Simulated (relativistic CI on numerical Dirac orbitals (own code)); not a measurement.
## Transition arrays of Tc XIX

Computed by Dirac-Coulomb-Breit CI, KLI orbitals optimised for each configuration, QED by a radiative potential, valence Slater integrals scaled by 0.9, whole transition arrays (own radial code, finite nucleus).

Configuration list (outside the closed core [Ne] 3s2): 3p6 3d7, 3p6 3d6 4f, 3p5 3d8, 3p6 3d6 4p, 3p6 3d6 5f. Levels of other configurations are missing.

All E1 lines from the levels of 3p6 3d7; mean and standard deviation are weighted by gf, and upper levels are sorted by their leading configuration.

| Upper configuration | Lines | Σgf | Mean (eV) | Mean (nm) | σ (eV) | Strongest line (nm) |
| --- | --- | --- | --- | --- | --- | --- |
| 3p6 3d6 4f | 2825 | 493.9 | 463.66 | 2.674 | 5.18 | 2.646 |
| 3p5 3d8 | 466 | 75.4 | 179.62 | 6.902 | 12.50 | 6.358 |
| 3p6 3d6 4p | 1718 | 39.9 | 345.76 | 3.586 | 5.01 | 3.614 |
| 3p6 3d6 5f | 2825 | 216.8 | 576.26 | 2.152 | 5.81 | 2.141 |

Σgf per state of the lower configuration in bins of 0.2 nm over the central range (centre: value): 2.1: 1.76, 2.3: 0.05, 2.7: 4.09, 3.5: 0.22, 3.7: 0.12, 6.3: 0.11, 6.5: 0.07, 6.7: 0.09, 6.9: 0.08, 7.1: 0.05, 7.3: 0.09.

Task: How do configuration mixing and the scaling of the Slater integrals move the arrays?

Result: Slater scale 0.9, no configuration mixing: 3p6 3d6 4f 464.0 ± 5.3 eV (Σgf 519.2), 3p5 3d8 180.3 ± 12.6 eV (Σgf 83.8), 3p6 3d6 4p 345.9 ± 5.0 eV (Σgf 38.1), 3p6 3d6 5f 575.8 ± 5.8 eV (Σgf 162.9); Slater scale 1: 3p6 3d6 4f 464.7 ± 5.7 eV (Σgf 496.0), 3p5 3d8 180.4 ± 13.3 eV (Σgf 74.8), 3p6 3d6 4p 345.9 ± 5.5 eV (Σgf 40.2), 3p6 3d6 5f 576.7 ± 6.4 eV (Σgf 218.1); Slater scale 0.8: 3p6 3d6 4f 462.6 ± 4.7 eV (Σgf 491.8), 3p5 3d8 178.8 ± 11.8 eV (Σgf 76.0), 3p6 3d6 4p 345.6 ± 4.5 eV (Σgf 39.7), 3p6 3d6 5f 575.8 ± 5.2 eV (Σgf 215.4). With mixing, levels are counted to their leading configuration, so an array can shrink or vanish into another, and the sums then hold other lines.
